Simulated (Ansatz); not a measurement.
CH5BOSSi, SMILES `SB1OC[SiH2]1`, relaxed with RKS PBE-D4/def2-SVP in the Gaussian-basis code of Ansatz from a rough embedded geometry. The force threshold is 0.03 eV/Å; the program also tests the step.

The species carries charge 0 and has multiplicity 1.

Start:

```xyz
10

S    -1.924   -1.876    0.793
B    -0.467   -0.974    0.192
O     0.183   -0.838   -1.143
C     0.951    0.420   -0.920
Si    0.453    0.659    0.760
H    -2.859   -0.936    0.255
H     0.520    1.175   -1.608
H     2.014    0.252   -1.056
H     1.563    0.346    1.751
H    -0.434    1.771    0.976
```

| step | energy (eV) | largest force (eV/Å) | largest move (Å) |
| --- | --- | --- | --- |
| 1 | -22532.1601 | 2.808 | 0.000 |
| 2 | -22532.8790 | 2.108 | 0.199 |
| 3 | -22533.1453 | 0.727 | 0.191 |
| 4 | -22533.1540 | 0.634 | 0.087 |
| 5 | -22533.2047 | 0.232 | 0.064 |
| 6 | -22533.2678 | 0.748 | 0.200 |
| 7 | -22533.3364 | 1.211 | 0.196 |
| 8 | -22533.4379 | 0.934 | 0.200 |
| 9 | -22533.5080 | 0.644 | 0.200 |
| 10 | -22533.5570 | 1.017 | 0.195 |
| 11 | -22533.6097 | 0.178 | 0.200 |
| 12 (rejected) | -22533.5309 | 0.366 | 0.149 |
| 13 | -22533.6236 | 0.074 | 0.075 |
| 14 | -22533.6256 | 0.017 | 0.044 |

End:

```xyz
10

S    -2.115   -1.899    0.041
B    -0.737   -0.735   -0.096
O     0.050   -0.706   -1.226
C     1.027    0.360   -0.963
Si    0.306    0.756    0.800
H    -2.491   -1.482    1.279
H     0.926    1.149   -1.737
H     2.054   -0.058   -1.014
H     1.242    0.475    1.947
H    -0.263    2.140    0.970
```

It took 19 s on 4 threads of an Arm Neoverse V1 on a shared host, with 0.17 GiB of host memory at the peak.
